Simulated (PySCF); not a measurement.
**Structure elucidation problem**

An unknown has the formula C4H14OSi2. Its calculated NMR data are:

1H NMR (500 MHz, computed): δ 4.41 (sept, 2H), 0.15 (d, 12H).

13C{1H} NMR (computed): δ 1.8.

Method: geometry from PBE0-D3(BJ)/def2-SVP, GIAO HF/pcSseg-1 shieldings, in PySCF 2.14.0 with density-fitted response routines (non-relativistic, one conformer, rapidly exchanging positions averaged, no solvent model).

Scale: 1H (31.69 ppm) and 13C (190.85 ppm) vs TMS (reference shieldings calculated alike).

Deduce the structure.

Answers


1. The formula gives 0 degrees of unsaturation.
2. 1 carbon signal for 4 carbons: some carbons are equivalent by symmetry or fast rotation.
3. Carbon types of the structure: 4 × CH3, leaving 2 H on heteroatoms.
4. δC 1.8: methyl carbon bonded to Si; an electropositive neighbour leaves it electron-rich and shielded.
5. δH 4.41: hydrogen on a silicon bonded to 2 C, O.
6. δH 0.15: hydrogen on a methyl carbon bonded to Si; an electropositive neighbour shields it, as in TMS itself.

These data were computed for `C[SiH](C)O[SiH](C)C`.

The shifts were computed for this structure.

Shifts are as computed. Against solution values, carbons near 30 ppm lie about -0 ppm off and those near 130 ppm about +7 ppm. Of 1211 compounds with measured shifts, 218 miss one by over three times the rms of a fit or turn the order of signals round; such compounds aren't used in these exercises. No couplings were computed; multiplicities are counted from neighbouring protons, with m where these are inequivalent, close in shift, in a saturated or five-membered ring or joined by F or P, and br s for small geminal =CH2 splittings.
